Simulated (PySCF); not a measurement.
# Single point on CaC⁻

State: ⁴Σ⁻ (quartet), unpaired electrons σ ↑, π ↑↑.

An equivalent input (the run itself took its basis sets from the Basis Set Exchange, started from a PBE0 density and held the occupation σ 9α 8β, πx 3α 2β, πy 3α 2β):

```python
from pyscf import gto, scf, cc
mol = gto.M(atom='Ca 0 0 0; C 0 0 2.378', basis={'Ca': 'def2-SVPD', 'C': 'def2-SVPD'},
            charge=-1, spin=3, verbose=4, symmetry='C2v')
mf = scf.UHF(mol)
mf.irrep_nelec = {'A1': (9, 8), 'B1': (3, 2), 'B2': (3, 2)}
mf.conv_tol = 1e-9
mf.max_cycle = 60
mf.diis_space = 10
mf.kernel()
mycc = cc.CCSD(mf, frozen=[[0, 1, 2, 3, 4, 5], [0, 1, 2, 3, 4, 5]])
mycc.run(conv_tol=1e-7, conv_tol_normt=1e-5, max_cycle=80, diis_space=8)
et = mycc.ccsd_t()
```

The SCF ended at -714.39347037 hartree. The coupled-cluster part of the log:

```
******** <class 'pyscf.cc.uccsd.UCCSD'> ********
CC2 = 0
CCSD nocc = (9, 6), nmo = (41, 41)
frozen orbitals [[0, 1, 2, 3, 4, 5], [0, 1, 2, 3, 4, 5]]
max_cycle = 80
direct = 0
conv_tol = 1e-07
conv_tol_normt = 1e-05
diis_space = 8
diis_start_cycle = 0
diis_start_energy_diff = 1e+09
Init t2, MP2 energy = -0.199124669252256
Init E_corr(UCCSD) = -0.199124669255756
cycle = 1  E_corr(UCCSD) = -0.222569462228364  dE = -0.023444793  norm(t1,t2) = 0.0978059
cycle = 2  E_corr(UCCSD) = -0.228647625720333  dE = -0.00607816349  norm(t1,t2) = 0.0470065
cycle = 3  E_corr(UCCSD) = -0.233365492842868  dE = -0.00471786712  norm(t1,t2) = 0.0286877
cycle = 4  E_corr(UCCSD) = -0.233406051014548  dE = -4.05581717e-05  norm(t1,t2) = 0.0090617
cycle = 5  E_corr(UCCSD) = -0.233411351264209  dE = -5.30024966e-06  norm(t1,t2) = 0.0057986
cycle = 6  E_corr(UCCSD) = -0.233581641788265  dE = -0.000170290524  norm(t1,t2) = 0.00284938
cycle = 7  E_corr(UCCSD) = -0.23355607326651  dE = 2.55685218e-05  norm(t1,t2) = 0.00128772
cycle = 8  E_corr(UCCSD) = -0.233560300830406  dE = -4.2275639e-06  norm(t1,t2) = 0.000664271
cycle = 9  E_corr(UCCSD) = -0.233578725713845  dE = -1.84248834e-05  norm(t1,t2) = 0.000354064
cycle = 10  E_corr(UCCSD) = -0.233570413030714  dE = 8.31268313e-06  norm(t1,t2) = 0.00014505
cycle = 11  E_corr(UCCSD) = -0.233570425236233  dE = -1.22055188e-08  norm(t1,t2) = 6.0647e-05
cycle = 12  E_corr(UCCSD) = -0.233571517625486  dE = -1.09238925e-06  norm(t1,t2) = 3.54786e-05
cycle = 13  E_corr(UCCSD) = -0.233572163695736  dE = -6.4607025e-07  norm(t1,t2) = 1.68796e-05
cycle = 14  E_corr(UCCSD) = -0.233571918213304  dE = 2.45482432e-07  norm(t1,t2) = 1.04203e-05
cycle = 15  E_corr(UCCSD) = -0.233571813779322  dE = 1.04433982e-07  norm(t1,t2) = 5.30952e-06
cycle = 16  E_corr(UCCSD) = -0.233571860598408  dE = -4.68190869e-08  norm(t1,t2) = 3.10986e-06
UCCSD converged
E(UCCSD) = -714.627042233163  E_corr = -0.2335718605984084
UCCSD(T) correction = -0.00567081363406026
```

T1 diagnostic 0.028, D1 0.125, 15 electrons correlated.

Repeating this along the bond gives Re = 2.436 Å and ωe = 396 cm⁻¹.

A point of this curve took 8 CPU seconds beside 0.12 for the integrals (shared host).

Correlated steps freeze 6 core orbitals. The state is the lowest determinant that a PBE0 search found; another state may lie lower at other levels.
